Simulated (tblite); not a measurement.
C7H9O2 (doublet state).
SMILES with atom numbers: `[CH3:1][CH2:2][C:3](=[O:4])[C:5](=[O:6])[C:7]1[CH2:8][CH2:9]1` (hydrogens: H10, H11, H12 on C1; H13, H14 on C2; H15, H16 on C8; H17, H18 on C9)
Bond orders are those of one Lewis drawing.

Computed with GFN2-xTB (tblite), gas phase: L-BFGS steps from a force-field or distance-geometry start until the largest atomic force falls under 0.01 eV/Å.

Step 22: E = -750.6182 eV
```
atom  x, y, z in Å  |  force x, y, z in eV/Å
C1     -3.0495   -0.4015   -0.4649    0.017   0.029   0.024
C2     -1.8710    0.5566   -0.4029    0.015  -0.012   0.001
C3     -0.6037   -0.0937    0.0677    0.003   0.027   0.038
O4     -0.4527   -1.2442    0.3728   -0.046   0.001   0.013
C5      0.5514    0.9497    0.0756    0.038   0.047  -0.115
O6      0.2597    2.1435    0.1289    0.077   0.015   0.025
C7      1.7818    0.3411   -0.0741    0.039   0.006  -0.048
C8      2.4408   -0.9547   -0.1880   -0.063  -0.011   0.040
C9      2.9837    0.2534   -0.9115    0.034   0.017   0.017
H10    -3.3511   -0.6948    0.5375   -0.002  -0.033  -0.021
H11    -3.8871    0.0872   -0.9573   -0.015  -0.075   0.018
H12    -2.7776   -1.2995   -1.0175   -0.049   0.057   0.010
H13    -1.6659    0.9953   -1.3840    0.002  -0.019   0.003
H14    -2.0585    1.3985    0.2704   -0.051  -0.028  -0.032
H15     1.9498   -1.7457   -0.7385   -0.012  -0.032  -0.020
H16     2.9705   -1.3077    0.6853    0.014  -0.077   0.001
H17     2.8733    0.3171   -1.9865   -0.026   0.024   0.013
H18     3.8973    0.7059   -0.5541    0.025   0.065   0.033
```

Step 23: E = -750.6200 eV
```
atom  x, y, z in Å  |  force x, y, z in eV/Å
C1     -3.0493   -0.4006   -0.4642    0.009   0.000   0.030
C2     -1.8695    0.5569   -0.4026   -0.068  -0.022  -0.021
C3     -0.6031   -0.0916    0.0698    0.003   0.004   0.005
O4     -0.4534   -1.2423    0.3760   -0.032   0.022   0.018
C5      0.5519    0.9519    0.0727    0.077  -0.009  -0.068
O6      0.2615    2.1450    0.1332    0.064   0.047   0.006
C7      1.7826    0.3421   -0.0767    0.043  -0.016  -0.058
C8      2.4416   -0.9550   -0.1879   -0.098   0.001   0.012
C9      2.9868    0.2513   -0.9112    0.029   0.059   0.027
H10    -3.3521   -0.6976    0.5367    0.011  -0.022  -0.006
H11    -3.8893    0.0836   -0.9557   -0.013  -0.036   0.013
H12    -2.7800   -1.2976   -1.0180   -0.024   0.028  -0.004
H13    -1.6692    0.9947   -1.3850    0.025  -0.020   0.003
H14    -2.0617    1.3984    0.2681   -0.038   0.002  -0.005
H15     1.9508   -1.7446   -0.7409   -0.013  -0.029  -0.024
H16     2.9671   -1.3124    0.6847    0.033  -0.070   0.035
H17     2.8792    0.3139   -1.9861   -0.033   0.019  -0.006
H18     3.8975    0.7103   -0.5540    0.025   0.042   0.041
```

Step 24: E = -750.6215 eV
```
atom  x, y, z in Å  |  force x, y, z in eV/Å
C1     -3.0492   -0.4000   -0.4630   -0.010  -0.028   0.022
C2     -1.8694    0.5570   -0.4026   -0.101  -0.016  -0.026
C3     -0.6027   -0.0893    0.0716   -0.003  -0.011  -0.028
O4     -0.4546   -1.2399    0.3795   -0.017   0.043   0.024
C5      0.5536    0.9537    0.0688    0.067  -0.009  -0.011
O6      0.2645    2.1468    0.1373    0.059   0.033  -0.018
C7      1.7841    0.3432   -0.0796    0.036  -0.034  -0.056
C8      2.4409   -0.9554   -0.1874   -0.065   0.006  -0.007
C9      2.9902    0.2505   -0.9106    0.016   0.055   0.020
H10    -3.3530   -0.7006    0.5360    0.021  -0.014   0.017
H11    -3.8917    0.0797   -0.9539   -0.014   0.002   0.010
H12    -2.7827   -1.2955   -1.0187    0.003  -0.008  -0.018
H13    -1.6721    0.9936   -1.3859    0.040  -0.018   0.001
H14    -2.0655    1.3985    0.2658   -0.027   0.025   0.014
H15     1.9512   -1.7441   -0.7438   -0.008  -0.013  -0.018
H16     2.9647   -1.3181    0.6848    0.017  -0.043   0.026
H17     2.8842    0.3110   -1.9862   -0.028   0.018   0.007
H18     3.8986    0.7155   -0.5532    0.015   0.013   0.042
```

**Question.** Estimate the geometry and energy of step 25. (The exact step hangs on the optimiser's Hessian estimate; all steps are aligned on step 24, rigid shifts and turns removed.)

**Answer.** E = -750.6225 eV, largest force 0.080 eV/Å
```
atom  x, y, z in Å  |  force x, y, z in eV/Å
C1     -3.0498   -0.4002   -0.4620   -0.024  -0.040   0.007
C2     -1.8709    0.5573   -0.4030   -0.078  -0.003  -0.016
C3     -0.6025   -0.0874    0.0718   -0.012  -0.006  -0.042
O4     -0.4557   -1.2376    0.3817   -0.007   0.046   0.026
C5      0.5565    0.9545    0.0659    0.031  -0.013   0.021
O6      0.2690    2.1477    0.1375    0.047   0.038  -0.031
C7      1.7866    0.3434   -0.0797    0.001  -0.029  -0.030
C8      2.4401   -0.9559   -0.1863   -0.005  -0.005  -0.028
C9      2.9925    0.2513   -0.9092    0.017   0.020   0.012
H10    -3.3537   -0.7030    0.5358    0.026  -0.011   0.034
H11    -3.8936    0.0767   -0.9526   -0.019   0.023   0.010
H12    -2.7846   -1.2942   -1.0194    0.019  -0.031  -0.025
H13    -1.6741    0.9926   -1.3868    0.041  -0.016  -0.001
H14    -2.0688    1.3991    0.2643   -0.020   0.029   0.017
H15     1.9500   -1.7433   -0.7452   -0.002   0.000  -0.015
H16     2.9655   -1.3244    0.6837   -0.005  -0.015   0.011
H17     2.8848    0.3102   -1.9849   -0.018   0.023   0.010
H18     3.8999    0.7196   -0.5527    0.007  -0.010   0.041
```

The energy changes by -0.0010 eV. The first-order estimate −F·Δx gives -0.0015 eV and the mean of the old and new forces, exact on a quadratic surface, -0.0010 eV. The step makes an angle of 61° with the force vector and moves no atom by more than 0.006 Å.

What follows is the cost of the whole relaxation. Time: 0.76 s. Hardware: an Arm Neoverse V1 with one thread (shared host).
